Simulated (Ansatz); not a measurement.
System: BAsH3, charge 0, doublet. BAsH3 (SMILES [BH][AsH2], doublet).
B3LYP-D3(BJ)/def2-TZVP minimum from Ansatz (an electronic-structure program):
```xyz
5

B      1.0572    -1.2962     0.1199
As    -0.2287     0.1904    -0.0216
H      0.6577     1.2763    -0.6170
H     -0.1870     0.7023     1.4051
H      1.7913    -1.7812    -0.6761
```
Charge 0, spin multiplicity 2.

Total energies in aug-cc-pVDZ, 11 correlated electrons, 15 frozen orbitals. Radicals and triplets start from unrestricted determinants; spin-orbit coupling is neglected. Correlated methods leave the cores frozen (noble-gas shells, and filled d and f shells in the p block). No relativity.

```tsv
method	program	energy (Eh)	minus CCSDT(Q) (mEh)
HF	Ansatz	-2260.51872	228.79
MP2	Ansatz	-2260.70071	46.80
CCSD	Ansatz	-2260.73847	9.03
CCSD(T)	Ansatz	-2260.74582	1.68
CCSDT(Q)	Ansatz	-2260.74750	0.00
```

Rough core times of Ansatz's runs on a shared machine: CCSD(T) under 20 s, CCSDT(Q) 8 min.
